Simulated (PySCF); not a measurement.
Input of a run (PBE0-D3(BJ)/def2-SVP geometry optimisation, gas phase (PySCF 2.14.0)), started from GFN2-xTB:
```
{"job": {"xc": "PBE0", "basis": "def2-SVP", "d3": "d3bj", "grid": 1, "shake": 0.01, "kind": "geom"}, "charge": 0, "multiplicity": 1}
C     -2.445960    -1.320860     0.577270
C     -1.399740    -0.865290    -0.084000
C     -0.858050     0.465950     0.028960
C     -1.437580     1.575050     0.561870
P     -0.486210     3.007250     0.511850
C      0.747080     2.071700    -0.206890
N      0.428960     0.771440    -0.407850
C      1.387860    -0.173570    -0.929160
C      2.018010    -0.980680     0.219070
H     -3.000240    -0.678110     1.284070
H     -2.853330    -2.295540     0.440130
H     -0.885080    -1.534780    -0.755350
H     -2.503910     1.564160     0.935220
H      1.710890     2.407660    -0.497950
H      2.136540     0.366320    -1.466800
H      0.877690    -0.834840    -1.626210
H      2.758410    -1.660210    -0.213090
H      2.506020    -0.312280     0.906610
H      1.267910    -1.566310     0.743010
```

Output (energies in Eh, forces in Eh/bohr):
```
step   0  E = -667.99450756  max force = 0.054940
step   1  E = -667.99696028  max force = 0.029355
step   2  E = -667.99925375  max force = 0.017215
step   3  E = -668.00101364  max force = 0.010427
step   4  E = -668.00171879  max force = 0.005433
step   5  E = -668.00173640  max force = 0.004952
step   6  E = -668.00206628  max force = 0.000850
step   7  E = -668.00208145  max force = 0.001172
step   8  E = -668.00210913  max force = 0.000551
step   9  E = -668.00212867  max force = 0.000882
step  10  E = -668.00214341  max force = 0.000518
step  11  E = -668.00215740  max force = 0.000267
optimisation converged
```

Question: Summarise the run.

Answer: The energy falls by 20.1 kJ/mol over 12 energy and gradient evaluations, the largest force component goes from 0.0549 to 2.7e-04 Eh/bohr, and the atoms move by 0.039 Å rms after alignment. Among the bonds, C4–P5 and C4–H13 change most and about equally (-0.040 to +0.039 Å). Bonds longer at the end by more than 0.005 Å: 14 of 19; shorter: 4. Among the angles that change most is C2–C1–H11, from 123.7° to 120.8°. The energy never rose by more than 1e-6 Eh on the way. The first step brought 32 % of the lowering.

Question: What are the final bond lengths?

Answer: C1=C2 1.340 Å, C2–C3 1.458 Å, C3–C4 1.384 Å, C4–P5 1.759 Å, P5–C6 1.727 Å, C6–N7 1.357 Å, N7–C8 1.455 Å, C8–C9 1.518 Å, C3–N7 1.381 Å, C1–H10 1.093 Å, C1–H11 1.092 Å, C2–H12 1.095 Å, C4–H13 1.090 Å, C6–H14 1.091 Å, C8–H15 1.099 Å, C8–H16 1.100 Å, C9–H17 1.100 Å, C9–H18 1.100 Å, C9–H19 1.100 Å. Numbering counts from 1 in the input's order; the species is `C=Cc1cpcn1CC`.

The run used 180 basis functions and 87 SCF cycles in all. On one thread, Arm Neoverse N1 (aarch64), no GPU, shared host with 64 logical CPUs at a one-minute load of 48, this took 5.4 min wall and 0.75 GiB of memory at its peak.

Whether it is a minimum is left open (no frequencies). One conformer, not necessarily the lowest.

Conformer computed: `[CH2:1]=[CH:2][c:3]1[cH:4][p:5][cH:6][n:7]1[CH2:8][CH3:9]`: C1–C2–C3–C4 -16°, C6–N7–C8–C9 97°.
